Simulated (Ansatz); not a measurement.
`B[CH2][Al]([OH])[Cl]` + H–F → `[OH][Al]([F])[Cl]` + `BC` at 600 K and 1 bar (ligand exchange at the Al–C bond).

Computed with Ansatz on PBE0-D4/def2-TZVP structures; ΔE is electronic, products minus reactants. CCSD(T)/CBS adds triple-zeta CCSD(T) − MP2 to the extrapolated MP2 energy (def2 sets, frozen cores). This one scheme is used for every species. Each species was taken in one conformer, which may not be the lowest.

| species | CCSD(T)/CBS energy (Eh) | H − E (kJ/mol) | S (J/(mol·K)) |
| --- | --- | --- | --- |
| `B[CH2][Al]([OH])[Cl]` | -842.96078 | 230.7 | 466.0 |
| H–F | -100.39570 | 42.3 | 194.0 |
| `[OH][Al]([F])[Cl]` | -877.57483 | 89.3 | 370.3 |
| `BC` | -65.83255 | 180.5 | 296.9 |

H − E and S are ideal-gas, rigid-rotor, harmonic terms from PBE0-D4/def2-TZVP, for one conformer and one mirror image of each species. 1 Eh = 2625.50 kJ/mol, R = 8.31446 J/(mol·K).

Problem. By hand: ΔE, ΔH, ΔS and ΔG.

Solution. ΔE = (-877.57483) + (-65.83255) − (-842.96078) − (-100.39570) = -0.05090 Eh = -133.6 kJ/mol. Δ(H − E) = 89.3 + 180.5 − 230.7 − 42.3 = -3.2, so ΔH = -136.8 kJ/mol. ΔS = 370.3 + 296.9 − 466.0 − 194.0 = 7.2 J/(mol·K). ΔG = -136.8 − 600 × (7.2)/1000 = -141.1 kJ/mol.

Problem. By hand: the equilibrium constant, and the temperature at which ΔG would vanish if ΔH and ΔS stayed fixed.

Solution. log₁₀ K = −ΔG/(RT ln 10) = 12.3. ΔH and −TΔS have one sign here, so there is no such temperature.

The number of gas molecules stays the same, so ΔS is small and ΔH decides. A doubt of 5 kJ/mol in ΔE shifts log₁₀ K by 0.4 here. Other conformers and mirror images would add mixing entropy, several J/(mol·K) or more a flexible species. Modes under 60 cm⁻¹, often nearly free rotors, make the harmonic entropy too high. These are equilibria of isolated gas molecules and say nothing of rates. Largest T1 diagnostic: 0.011 (customary marks: 0.02 for closed shells, 0.045 for open ones).

ΔS is within the doubt of such terms, so its sign, and with it that verdict, could turn.
